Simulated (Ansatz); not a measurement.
SiH3I (SMILES [SiH3]I): the energy, rung by rung

The species is SiH3I (5 atoms), meant as a singlet with charge 0. As SMILES, `[SiH3]I`. Geometry: relaxed at PBE0-D4/def2-TZVP.

```tsv
atom	x (Å)	y (Å)	z (Å)
Si	-0.1656	0.0693	-0.0773
I	1.9077	-0.9233	0.7378
H	-1.1444	0.0890	1.0339
H	-0.6713	-0.7557	-1.1984
H	0.1235	1.4470	-0.5373
```

Quantity: the energy change with the Si1–H5 bond stretched from 1.481 to 2.221 Å, in eV. The values are calculated.

| level | kind | program | value (eV) | less FCI/STO-3G | CPU time (all runs) |
| --- | --- | --- | --- | --- | --- |
| SVWN5/STO-3G (restricted) | LDA | Ansatz | 3.01 | +0.12 | 2.8 s |
| BLYP/STO-3G (restricted) | GGA | Ansatz | 2.82 | -0.07 | 4.2 s |
| wB97X/STO-3G (restricted) | range-separated hybrid | Ansatz | 3.46 | +0.57 | 17 s |
| B2PLYP/STO-3G (restricted) | double hybrid | Ansatz | 3.29 | +0.40 | 5.9 s |
| BCCD(T)/STO-3G (restricted) | coupled cluster or CI | Ansatz | 2.91 | +0.02 | 1.4 s |
| CCSD(T)/STO-3G (restricted) | coupled cluster or CI | Ansatz | 2.91 | +0.02 | 1.2 s |
| CCSD/STO-3G (restricted) | coupled cluster or CI | Ansatz | 2.93 | +0.04 | 1.2 s |
| CCSDTQ/STO-3G (restricted) | coupled cluster or CI | Ansatz | 2.89 | 0.00 | 36 s |
| FCI/STO-3G | exact in the basis | Ansatz | 2.89 | 0.00 | 24 s |

FCI/STO-3G is exact within its basis and frozen core, so for wave-function methods in that basis the difference is their error; functionals converge differently with the basis, so for them it is only a difference. All-electron rows without a relativistic Hamiltonian named are non-relativistic. The first shape isn't each level's own minimum. The values span 2.82 to 3.46 eV. All rows use very small basis sets, so none should be taken for the real molecule's value. In the correlated wave-function rows the outer d shell of I is correlated, in sets not made for it. Times are those of the runs behind each value, whatever else they computed, on shared processors of several kinds: orders of magnitude only.
